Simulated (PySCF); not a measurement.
**[Pb(CH3)]+ at several levels of theory**

Computed with PySCF 2.14.0 (density fitting, no spin-orbit coupling) at the geometry relaxed with BP86:

```xyz
5
[Pb(CH3)]+ (singlet)
Pb    0.0000    0.0000   -0.0486
C     0.0000    0.0000    2.2101
H    -1.0454    0.0000    2.5926
H     0.5227   -0.9054    2.5926
H     0.5227    0.9054    2.5926
```

```
 level                                              basis    state  HOMO (eV)  gap (eV)  charge on Pb1 (e)  dipole about the centre of mass (D)  largest force component (eV/Å)
  BP86     Pb def2-SVP with ECP60, C def2-SVP, H def2-SVP  singlet     -11.67      2.28               1.01                                 0.80                            0.01
 TPSSh                                           the same  singlet     -11.98      3.15               1.04                                 0.63                            0.26
 B3LYP                                           the same  singlet     -12.38      3.58               1.03                                 0.67                            0.30
r2SCAN                                           the same  singlet     -11.76      2.74               1.05                                 0.67                            0.27
  BP86  Pb def2-TZVP with ECP60, C def2-TZVP, H def2-TZVP  singlet     -11.64      2.27               1.05                                 0.74                            0.31
  BP86          Pb x2c-SVPall, C x2c-SVPall, H x2c-SVPall  singlet     -11.70      2.28               1.05                                 0.76                            0.35
```

Charges are Mulliken's, which hang on the basis. The relaxation used the grid (50, 194), these runs (75, 302) or, all-electron (x2c bases, spin-free X2C Hamiltonian), (99, 590).

**Question.** What does M06-L with Pb def2-SVP with ECP60, C def2-SVP, H def2-SVP give here?

**Answer.** state singlet, HOMO (eV) -11.52, gap (eV) 2.72, charge on Pb1 (e) 1.12, dipole about the centre of mass (D) 0.28, largest force component (eV/Å) 0.37. Time: 2.2 s on 2 threads of Arm Neoverse V2, on a shared host, from an already converged density.

In the first row's basis the gap widens with exact exchange: 2.3 to 2.7 eV for BP86, M06-L, r2SCAN (none); 3.2 to 3.6 eV for TPSSh, B3LYP (a fixed share).
